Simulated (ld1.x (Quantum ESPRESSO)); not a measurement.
## Which change was made? (O, TM)

```
Element                 : oxygen (O)
Generator               : ld1.x (Quantum ESPRESSO) 7.5
Type                    : norm-conserving Troullier–Martins (Kleinman–Bylander form)
Functional              : PBE
Relativity              : scalar-relativistic
Frozen core             : [He]
Valence charge          : 6
Reference configuration : 2s2 2p2.5 (charge +1.5)
Partial waves           : 2s (bound): rc 0.55 bohr; 3d channel at 0.45 Ry: rc 1.65 bohr; 2p (bound): rc 1.50 bohr
Local potential         : the p channel
Core correction         : a·sin(br)/r model core inside 0.30 bohr
```

Cutoffs, loose and tight: the cutoffs (Ry, on a coarse ladder) from which the occupation-weighted sum of valence levels, in a spherical-Bessel basis at the reference potential, stays within 10 and 1 mRy of its value at 400 Ry. They do not see the model core or the augmentation charge, which bear on the density cutoff. Test errors are all-electron minus pseudo excitation energies from the reference, over the configurations 2s2 2p4; 2s2 2p3; 2s2 2p2; 2s0 2p6; 2s2 2p3.5; 2s1 2p4; 2s2 2p1; variants that change the core or the reference have their own tests.

The base gives: outcome: generated; cutoff, loose: 260 Ry; cutoff, tight: over 300 Ry; bound ghosts: none; largest test error (meV): +292.

After one change the result is: outcome: generated; cutoff, loose: 260 Ry; cutoff, tight: over 300 Ry; bound ghosts: none; largest test error (meV): +997. Which change was it?
A. type PAW; waves now 2s (bound): rcut 0.50, rcutus 0.55 bohr; 2s channel at -2.15 Ry: rcut 0.50, rcutus 0.55 bohr; 2p (bound): rcut 1.30, rcutus 1.50 bohr; 2p channel at -1.5 Ry: rcut 1.30, rcutus 1.50 bohr; 3d channel at 0.45 Ry: rcut 1.45, rcutus 1.65 bohr; 3d channel at 1.8 Ry: rcut 1.45, rcutus 1.65 bohr; local potential all-electron potential smoothed inside 1.55 bohr (lloc = -1); augmentation PSQ, inside the norm-conserving radii
B. wave 2p (bound): rc 1.50 bohr becomes 2p (bound): rc 0.98 bohr
C. wave 2p (bound): rc 1.50 bohr becomes 2p (bound): rc 2.04 bohr

C. The others give: type PAW; waves now 2s (bound): rcut 0.50, rcutus 0.55 bohr; 2s channel at -2.15 Ry: rcut 0.50, rcutus 0.55 bohr; 2p (bound): rcut 1.30, rcutus 1.50 bohr; 2p channel at -1.5 Ry: rcut 1.30, rcutus 1.50 bohr; 3d channel at 0.45 Ry: rcut 1.45, rcutus 1.65 bohr; 3d channel at 1.8 Ry: rcut 1.45, rcutus 1.65 bohr; local potential all-electron potential smoothed inside 1.55 bohr (lloc = -1); augmentation PSQ, inside the norm-conserving radii → outcome: failed: run_pseudo: Errors in PS-KS equation | wave 2p (bound): rc 1.50 bohr becomes 2p (bound): rc 0.98 bohr → outcome: generated; cutoff, loose: 260 Ry; cutoff, tight: over 300 Ry; bound ghosts: none; largest test error (meV): +105.
